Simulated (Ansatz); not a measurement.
`[SiH3]B[CH2][SnH3]` + `NCF` → `FCN[SiH3]` + `B[CH2][SnH3]` at 298.15 K and 1 bar (cleavage of the Si–B bond).

Gas-phase electronic energies from Ansatz, PBE0-D4/def2-TZVP geometries. CCSD(T)/CBS adds triple-zeta CCSD(T) − MP2 to the extrapolated MP2 energy (def2 sets, frozen cores). Elements past krypton have def2 core potentials. For Sn outer-core shells are correlated without core-valence functions, which leaves a few kJ/mol of doubt a bond. One conformer a species, not always the lowest.

| species | CCSD(T)/CBS energy (Eh) | H − E (kJ/mol) | S (J/(mol·K)) |
| --- | --- | --- | --- |
| `[SiH3]B[CH2][SnH3]` | -571.32551 | 245.9 | 389.4 |
| `NCF` | -194.94856 | 164.0 | 258.8 |
| `FCN[SiH3]` | -485.24366 | 208.7 | 316.6 |
| `B[CH2][SnH3]` | -281.04910 | 196.5 | 328.5 |

H − E and S are ideal-gas, rigid-rotor, harmonic terms from PBE0-D4/def2-TZVP, for one conformer and one mirror image of each species. 1 Eh = 2625.50 kJ/mol, R = 8.31446 J/(mol·K).

Task: By hand: ΔE, ΔH, ΔS and ΔG.

Result: ΔE = (-485.24366) + (-281.04910) − (-571.32551) − (-194.94856) = -0.01869 Eh = -49.1 kJ/mol. Δ(H − E) = 208.7 + 196.5 − 245.9 − 164.0 = -4.7, so ΔH = -53.8 kJ/mol. ΔS = 316.6 + 328.5 − 389.4 − 258.8 = -3.1 J/(mol·K). ΔG = -53.8 − 298.15 × (-3.1)/1000 = -52.9 kJ/mol.

Task: By hand: the equilibrium constant, and the temperature at which ΔG would vanish if ΔH and ΔS stayed fixed.

Result: log₁₀ K = −ΔG/(RT ln 10) = 9.3. ΔG = 0 at ΔH/ΔS = 17355 K, far beyond where these terms or the molecules hold.

The number of gas molecules stays the same, so ΔS is small and ΔH decides. A doubt of 5 kJ/mol in ΔE shifts log₁₀ K by 0.9 here. Other conformers and mirror images would add mixing entropy, several J/(mol·K) or more a flexible species. Modes under 60 cm⁻¹, often nearly free rotors, make the harmonic entropy too high. These are equilibria of isolated gas molecules and say nothing of rates. Largest T1 diagnostic: 0.013 (customary marks: 0.02 for closed shells, 0.045 for open ones).
